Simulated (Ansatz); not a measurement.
A nudged elastic band was laid between two geometries of AlH5N2O + H3P (13 atoms, charge 0, multiplicity 1).

All numbers below come from Ansatz 0.2.0, RKS B3LYP/6-31G*.

| Property | Result |
| --- | --- |
| movable images | 5 |
| climbing image | yes |
| spring | 5.0 eV/Å² |
| optimiser | quadratic models (default) |
| start path | through a guess of the saddle point |
| force threshold | 0.5 eV/Å |
| iteration limit | 60 |
| end points | relaxed |

Initial state:

```xyz
13
Properties=species:S:1:pos:R:3
Al -0.009 -0.459 -0.188
O 0.000 -0.416 1.532
H -0.820 -0.299 2.027
N 1.577 -0.507 -0.985
H 1.740 -0.602 -1.978
H 2.454 -0.484 -0.482
N -1.525 -0.432 -1.124
H -2.457 -0.517 -0.741
H -1.571 -0.363 -2.133
P -0.011 3.521 2.038
H 1.393 3.731 2.155
H -0.026 3.822 0.646
H 0.124 2.118 1.829
```

Final state:

```xyz
13
Properties=species:S:1:pos:R:3
Al 0.175 0.706 0.068
O -0.260 -0.372 1.764
H -1.096 -0.608 1.252
N 1.651 0.091 -0.748
H 1.737 -0.818 -1.187
H 2.571 0.489 -0.606
N -1.457 -0.009 -0.486
H -1.473 -0.615 -1.303
H -2.251 0.622 -0.570
P 0.088 2.912 0.943
H 1.480 2.997 1.252
H 0.227 3.560 -0.319
H -0.523 0.158 2.536
```

Question: What changes between the two ends?

Answer: Bonds broken: P10–H13. Bonds formed: Al1–P10, O2–H13. AlH5N2O + H3P becomes AlH8N2OP.

Question: What energy profile does the band end with?

Answer: The run converged. The highest image is number 3 of 0 to 6, 1.41 eV above the first end and 1.17 eV above the last; the last end lies 0.24 eV above the first. The threshold of 0.5 eV/Å is loose, so the images may lie well off the minimum-energy path. Neighbouring images differ by up to 1.3 eV, so the band resolves the path poorly. The order of the point at the top wasn't checked. The orbitals stay closed-shell, which can raise the energy where a bond breaks towards radicals; this wasn't checked here.

| image | path coordinate (Å) | energy (eV) | P10–H13 (Å) | Al1–P10 (Å) | O2–H13 (Å) |
| --- | --- | --- | --- | --- | --- |
| 0 | 0.00 | 0.00 | 1.42 | 4.56 | 2.55 |
| 1 | 1.24 | 0.01 | 1.43 | 4.18 | 2.60 |
| 2 | 2.48 | 0.13 | 1.43 | 3.60 | 2.27 |
| 3 | 3.72 | 1.41 | 1.78 | 2.82 | 1.24 |
| 4 | 5.35 | 0.56 | 2.79 | 2.42 | 0.98 |
| 5 | 6.98 | 0.31 | 3.26 | 2.39 | 0.97 |
| 6 | 8.61 | 0.24 | 3.24 | 2.37 | 0.97 |

Question: What is the geometry of the highest image?

Answer: 
```xyz
13
Properties=species:S:1:pos:R:3
Al -0.018 0.162 -0.035
O 0.074 -0.035 1.808
H -0.713 -0.326 2.306
N 1.556 0.031 -0.868
H 1.796 -0.558 -1.657
H 2.333 0.632 -0.618
N -1.555 -0.299 -0.833
H -2.490 -0.187 -0.462
H -1.554 -0.194 -1.845
P -0.158 2.815 0.899
H 0.533 3.072 2.127
H 1.065 2.811 0.164
H 0.000 1.188 1.609
```

Time of the run: 120 s on 2 threads of Arm Neoverse V2, on a shared host, peak memory 0.22 GiB.
